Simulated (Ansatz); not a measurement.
Input file for Ansatz (an electronic-structure program): R-CAM-B3LYP/def2-TZVPP on H2 (SMILES [H][H]).

Ansatz 0.2 input:
```yaml
crystal:
  periodic: [false, false, false]
  atoms:
    - {symbol: H, position_ang: [0.00000000, 0.00000000, 0.37198582]}
    - {symbol: H, position_ang: [-0.00000000, -0.00000000, -0.37198582]}
basis:
  gaussian:
    orbitals: def2-TZVPP
hamiltonian:
  xc: {name: CAM-B3LYP}
scf: {lower_state_search: off}
```

The log:

```
WARN ansatz: RAYON_NUM_THREADS=4 ignored (pool sized by the plan → 4); use --threads N
Functional definition: CAM-B3LYP
these checks for a lower state are left out or cut short: stability, starts, cluster_reference, orbital_swaps, neighbouring_geometries, increment
integrals: 0.00 GiB planned
118 factors; their error is unknown
integrals: 0.04 GiB planned
42 factors; integrals over basis functions are off by at most 6.3e-5 eV
mean field: 0.05 GiB planned
mean field evaluation 1: about -31.8532 eV, gradient 3.5e0 eV
mean field evaluation 2: about -31.8814 eV, gradient 2.2e-1 eV
mean field evaluation 4: about -31.8809 eV, gradient 2.1e-1 eV
mean field evaluation 8: about -31.8803 eV, gradient 5.5e-5 eV
mean field -31.88027480 eV, -1.1715784898 hartree, gradient 1.8e-6 eV, S^2 0.000000; 0 other end points of the search recorded, 0 dependent functions left out
reference -31.88034469 eV, -1.1715810582 hartree; 1, 1 occupied and 27, 27 virtual orbitals, 118 factors
Total energy: -31.88034469 eV, -1.1715810582 hartree
Checks for a lower state left out: stability, starts, cluster_reference, orbital_swaps, neighbouring_geometries, increment
```

The calculation finished and met its thresholds.

Cost: very roughly 0.13 core-seconds.
